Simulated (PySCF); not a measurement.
Static response to an electric field

C3H8Si2.
SMILES with atom numbers: `[SiH3:1][SiH2:2][CH:3]1[CH:4]=[CH:5]1` (hydrogens: H6, H7, H8 on Si1; H9, H10 on Si2; H11 on C3; H12 on C4; H13 on C5)

Structure used (GFN2-xTB), in Å, numbered top down from 1:
```
atom  x, y, z in Å
Si1    1.914    0.576    0.156
Si2    0.461   -0.950   -0.781
C3    -1.308   -0.574   -0.226
C4    -1.595    0.093    1.101
C5    -1.764    0.840    0.058
H6     3.257    0.510   -0.426
H7     2.087    0.382    1.599
H8     1.463    1.962   -0.012
H9     0.751   -2.342   -0.401
H10    0.471   -0.941   -2.253
H11   -2.076   -1.259   -0.593
H12   -1.626   -0.058    2.151
H13   -2.038    1.762   -0.392
```

Level: B3LYP/def2-SVPD (PySCF), static field, nuclei fixed, core orbitals frozen in the response. The polarisability tensor in these axes (au):

```
x   95.30  0.91 -1.41
y    0.91 87.86  6.17
z   -1.41  6.17 84.55
```

Question: Diagonalise the tensor; give its mean and Δα, where Δα² is half the sum of the squared differences of the eigenvalues.

Answer: Principal values 79.64, 92.58 and 95.48 au; mean 89.23 au = 13.22 Å³ = 14.71 × 10⁻⁴⁰ C²·m²/J; Δα = 14.61 au (16 % of the mean).

Question: What is the dipole moment, and where does it point?

Answer: (-1.03, 0.44, 0.46) D, 1.21 D in size, pointing from the negative to the positive side. Measured along this direction, the outermost atoms are H6 at the negative end and H13 and H12 at the positive end.

Question: What molar refraction does this α imply?

Answer: Lorentz–Lorenz: R = (4π/3)N_A α = 2.5225 cm³/(mol·Å³) × 13.22 Å³ = 33.4 cm³/mol, in the limit of long wavelengths.

Question: Give the principal axes and the span of the nuclei along them.

Answer: Largest value along (0.99, 0.03, -0.11), where the nuclei span 5.33 Å; middle along (0.05, 0.80, 0.60), 3.71 Å; least along (0.11, -0.60, 0.79), 3.15 Å. The response follows the extents in order.

Question: Traceless (Buckingham) quadrupole moment about the centre of nuclear charge: eigenvalues?

Answer: -3.41, 0.71, 2.71 D·Å. The values depend on the origin, since the dipole doesn't vanish. The electronic extent ⟨r²⟩ about the same centre is 802 bohr², a root-mean-square distance of 2.04 Å for the 54 electrons.

Question: Find the Langevin capture rate constant for NH4+ (18.034 u) meeting this molecule (100.016 u), k = 2.342 × 10⁻⁹ cm³/s × √(α in Å³ / reduced mass in u).

Answer: The reduced mass is 15.28 u, so k = 2.18 × 10⁻⁹ cm³/s. The formula leaves out the permanent dipole, which adds to the capture rate.

Question: What would n − 1 = 2πNα be for an ideal gas of these molecules at 500 K and 1 atm, electronic part alone?

Answer: N = p/kT = 1.4678 × 10¹⁹ cm⁻³, so n − 1 = 2π × N × 13.22 × 10⁻²⁴ cm³ = 1219 × 10⁻⁶ at long wavelengths.

One conformer (not necessarily the lowest) at the GFN2-xTB geometry, without solvent, vibrations or thermal averaging.

The run behind these numbers computed excited states as well. On Arm Neoverse N1, one thread, shared host with 64 logical CPUs at a one-minute load of 57, this took 35 s and 0.70 GiB of memory at its peak.
